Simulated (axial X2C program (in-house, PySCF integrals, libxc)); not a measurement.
**Spin–orbit effects down a group: molecules with P, B97-3**

Computed with an in-house all-electron X2C program for linear molecules (integrals from PySCF), spin-free (one-electron X2C) or two-component (2c: spin–orbit coupling with atomic mean-field Coulomb and Gaunt terms, which also bring small scalar terms), in Dyall basis sets with cores contracted in-house; open shells are unrestricted.

Basis sets: Cs dyall-cv3z, K dyall-cv3z, Na dyall-cv3z, P dyall-v3z.

| molecule | spin-free state | Re (Å) | ωe (cm⁻¹) | De (eV) | 2c state | Re 2c (Å) | ωe 2c (cm⁻¹) | De 2c (eV) |
| --- | --- | --- | --- | --- | --- | --- | --- | --- |
| NaP | M_S = 1, Λ = 0 | 2.654 | 286.2 | 1.50 | Ω = 1 | 2.654 | 286.2 | 1.49 |
| KP | M_S = 1, Λ = 0 | 3.036 | 214.2 | 1.49 | Ω = 1 | 3.036 | 214.2 | 1.49 |
| CsP | M_S = 1, Λ = 0 | 3.303 | 162.6 | 1.57 | Ω = 1 | 3.302 | 162.7 | 1.57 |

Work out the shifts from the spin-free to the two-component result.



```json
{"molecule": "NaP", "2c state": "Ω = 1", "ΔRe (Å)": "0.000", "Δωe (cm⁻¹)": "0.0", "ΔDe (eV)": "-0.01"}
{"molecule": "KP", "2c state": "Ω = 1", "ΔRe (Å)": "0.000", "Δωe (cm⁻¹)": "0.0", "ΔDe (eV)": "0.00"}
{"molecule": "CsP", "2c state": "Ω = 1", "ΔRe (Å)": "-0.001", "Δωe (cm⁻¹)": "0.1", "ΔDe (eV)": "0.00"}
```

Shifts of one unit in the last digit are rounding.

Each entry is the lowest single determinant of a limited PBE0 search at one distance. De goes to single-determinant-based atoms at the same level (for ions the charge split of lowest energy) and is withheld (n/a) where an atom does not fit its ground term or J level. Main or longest-lived isotopes. One determinant is a doubtful description, or other states lie close, for NaP, KP, CsP; these need not be ground states, and all values refer to the states named. Some open-shell Ω = 0 determinants are out of reach, so the Ω given for NaP, KP, CsP need not be the lowest component. With several unpaired electrons the Ω given is that of one determinant, not necessarily of the lowest component.
